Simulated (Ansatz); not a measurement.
`[Cl][Hf]([Cl])([Cl])[SeH]`. Total charge 0; spin multiplicity 1. Hf takes the def2 core potential. All single points use the PBE0-D4/def2-TZVP geometry. It is one conformer, not always the lowest.

```xyz
6

Cl    0.360    1.091    2.134
Hf   -0.262    0.468   -0.015
Cl    1.203    1.450   -1.526
Cl   -2.464    1.024   -0.468
Se   -0.134   -2.070   -0.234
H     1.297   -1.963    0.110
```

(1) What is the dipole moment at B3LYP/def2-TZVPP? (Best estimate.)

(2) And with PBE, r2SCAN, ωB97M-V? (An estimate is asked.)

(3) Give the Mulliken charges with B3LYP, r2SCAN, ωB97M-V in def2-TZVPP. (Best estimate.)

Results:

(1) Ansatz gave: 0.47 D, with components (0.31, -0.35, 0.04) D in this frame, pointing from negative to positive charge.

(2) The calculation gave: PBE 0.49 D, r2SCAN 0.50 D, ωB97M-V 0.40 D.

(3) The calculation gave: 
| atom | B3LYP | r2SCAN | ωB97M-V |
| --- | --- | --- | --- |
| Cl1 | -0.22 | -0.23 | -0.19 |
| Hf2 | 0.77 | 0.80 | 0.66 |
| Cl3 | -0.22 | -0.23 | -0.19 |
| Cl4 | -0.21 | -0.22 | -0.18 |
| Se5 | -0.18 | -0.21 | -0.20 |
| H6 | 0.06 | 0.08 | 0.09 |

B3LYP here is the variant with VWN-RPA as its local correlation; programs differ in this.
